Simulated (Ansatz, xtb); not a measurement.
Relative energy of two isomers of C4H9ClO2S

Structure I is `CC(C)CS(=O)(=O)Cl`, a singlet and structure II is `CC[C@H](C)S(=O)(=O)Cl`, a singlet. Both are isolated molecules in the gas phase, relaxed with r2SCAN-D4/def2-SVP, each in the lowest conformer that the search found.

I (Å):

```xyz
17

C    -1.2451    0.2647    0.6078
C     0.2233    0.2278    0.1868
C     1.0395    1.3119    0.8958
C     0.8942   -1.1212    0.4641
Cl    1.5713   -3.9835   -0.1444
O    -1.1042   -2.9203    0.3065
O     0.0349   -2.1558   -1.8389
S     0.0773   -2.4693   -0.4168
H    -1.3558    0.0219    1.6780
H    -1.6590    1.2714    0.4442
H    -1.8590   -0.4488    0.0390
H     0.2854    0.3988   -0.9033
H     1.0126    1.1742    1.9897
H     2.0935    1.3064    0.5763
H     0.6233    2.3063    0.6731
H     1.9342   -1.1459    0.1056
H     0.8641   -1.4129    1.5267
```

II (Å):

```yaml
atoms:
  - { symbol: C, position_ang: [-0.3481, -0.4031, 2.5784] }
  - { symbol: C, position_ang: [-0.0400, 0.2826, 1.2521] }
  - { symbol: C, position_ang: [-0.9170, -0.1281, 0.0617] }
  - { symbol: C, position_ang: [-2.4089, 0.0985, 0.2203] }
  - { symbol: Cl, position_ang: [-1.3655, -2.0178, -2.2848] }
  - { symbol: O, position_ang: [0.8357, -2.1379, -0.3608] }
  - { symbol: O, position_ang: [-1.4641, -2.7439, 0.5486] }
  - { symbol: S, position_ang: [-0.6003, -1.9046, -0.2750] }
  - { symbol: H, position_ang: [-0.1801, -1.4897, 2.5230] }
  - { symbol: H, position_ang: [0.3064, -0.0052, 3.3680] }
  - { symbol: H, position_ang: [-1.3890, -0.2410, 2.8974] }
  - { symbol: H, position_ang: [-0.1723, 1.3757, 1.3485] }
  - { symbol: H, position_ang: [1.0148, 0.1214, 0.9771] }
  - { symbol: H, position_ang: [-0.5347, 0.3464, -0.8576] }
  - { symbol: H, position_ang: [-2.5879, 1.1706, 0.3986] }
  - { symbol: H, position_ang: [-2.8146, -0.4730, 1.0665] }
  - { symbol: H, position_ang: [-2.9526, -0.1949, -0.6890] }
```

Quicker runs give these differences E(II) − E(I): GFN2-xTB −3.50 kcal/mol; HF/STO-3G −1.92 kcal/mol (at GFN2-xTB geometries); r2SCAN-D4/def2-SVP//GFN2-xTB −2.60 kcal/mol.

Estimate E(II) − E(I) at the level CCSD(T)/def2-SVP + ΔMP2/def2-TZVPP.

Too close to call at this level: CCSD(T)/def2-SVP + ΔMP2/def2-TZVPP gives E(II) − E(I) = −0.68 kcal/mol.

Level by level:

```csv
level,geometry,E(II) − E(I) (kcal/mol),departure from the last row (kcal/mol),"job, with rough time for the two"
GFN2-xTB,GFN2-xTB,−3.50,−2.82,"optimisation, 0.68 s"
HF/STO-3G,GFN2-xTB,−1.92,−1.23,"single point, 1.3 s"
r2SCAN-D4/def2-SVP//GFN2-xTB,GFN2-xTB,−2.60,−1.92,"single point, 7.5 s"
r2SCAN-D4/def2-SVP,r2SCAN-D4/def2-SVP,−2.77,−2.09,"optimisation, 89 s"
HF/def2-SVP,r2SCAN-D4/def2-SVP,−0.67,+0.01,part of the CCSD(T) run
MP2/def2-SVP,r2SCAN-D4/def2-SVP,−2.31,−1.63,part of the CCSD(T) run
CCSD(T)/def2-SVP,r2SCAN-D4/def2-SVP,−2.21,−1.53,single point
CCSD(T)/def2-SVP + ΔMP2/def2-TZVPP,r2SCAN-D4/def2-SVP,−0.68,,"single point, 3.3 min"
```

As drawn, both hold the same kinds of bond in the same numbers.

The largest departure from CCSD(T)/def2-SVP + ΔMP2/def2-TZVPP is that of GFN2-xTB, 2.82 kcal/mol. The last row adds to CCSD(T) the change of the MP2 difference between the two basis sets, here +1.53 kcal/mol.

With thermal terms from frequencies at re-optimised GFN2-xTB minima (ideal gas, soft modes damped towards free rotors, one conformer each, 298.15 K, 1 atm): the zero-point term adds +0.10 kcal/mol; ΔH is −0.54 and ΔG −0.45 kcal/mol.

The correlated steps freeze 16 core orbitals. Mirror images aren't counted in ΔG. Programs: Ansatz 0.2.0, xtb 6.7.1; the last row on 4 threads of Arm Neoverse V1 on a shared host.
